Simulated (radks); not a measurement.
Nd4+, 56 electrons, occupied as [Xe] 4f2.

Calculated with a radial shooting solver on a logarithmic mesh with Libxc functionals: Dirac Kohn-Sham, Slater X-alpha with alpha = 0.767, spin-unpolarised, spherical densities, finite nucleus; open shells fill j = l - 1/2 first; Fermi nuclear charge, rms radius 4.9123 fm.

Energy parts (hartree):
part                   energy
total              -9645.3024
kinetic            10403.6193
electron-nucleus  -23451.5141
Hartree             3643.3130
exchange            -240.7206

Orbitals (lengths in bohr, moments of r in powers of bohr; <r^-3> diverges for s and p1/2; r(max) is where P^2 peaks):
orbital  occ.  eigenvalue (hartree)   r(max)  <r^-3>      <r>   <1/r>  small-component weight
1s1/2       2             -1596.715  0.01510       -  0.02363   66.03                4.95e-02
2s1/2       2             -260.2626  0.08564       -   0.1004   15.64                1.08e-02
2p1/2       2             -246.5835  0.06501       -  0.08413   15.63                1.09e-02
2p3/2       4             -227.4133  0.07046    7972  0.09054   14.05                1.02e-02
3s1/2       2             -58.15191   0.2438       -   0.2658   5.669                3.36e-03
3p1/2       2             -52.26938   0.2305       -   0.2552   5.588                3.31e-03
3p3/2       4             -48.43642   0.2422    1640   0.2677   5.189                3.11e-03
3d3/2       4             -38.12630   0.1936   271.9   0.2389   5.063                2.99e-03
3d5/2       6             -37.29517   0.1969   245.5   0.2428   4.962                2.94e-03
4s1/2       2             -13.12365   0.5633       -   0.6034   2.372                1.06e-03
4p1/2       2             -10.88814   0.5699       -   0.6183   2.271                9.96e-04
4p3/2       4             -10.03885   0.5948   364.5   0.6459   2.138                9.30e-04
4d3/2       4              -6.33894   0.6083   51.08   0.6887   1.929                7.83e-04
4d5/2       6              -6.18604   0.6164   45.63   0.6983   1.896                7.65e-04
4f5/2       2              -1.90679   0.6276   6.446   0.8806   1.437                4.64e-04
4f7/2       0              -1.88700   0.6317   6.276   0.8874   1.426                4.58e-04
5s1/2       2              -3.08154    1.275       -    1.389  0.9644                2.58e-04
5p1/2       2              -2.42266    1.375       -    1.520  0.8720                2.16e-04
5p3/2       4              -2.27937    1.437   61.43    1.587  0.8276                2.00e-04

The highest occupied level is 4f5/2 at -51.886 eV. The density falls to 0.001 e/bohr^3 at r = 3.20 bohr. Summed over all electrons, <r^2> = 33.34 bohr^2, which gives a Langevin (diamagnetic) susceptibility term of -26.4 x 10^-6 cm^3/mol.
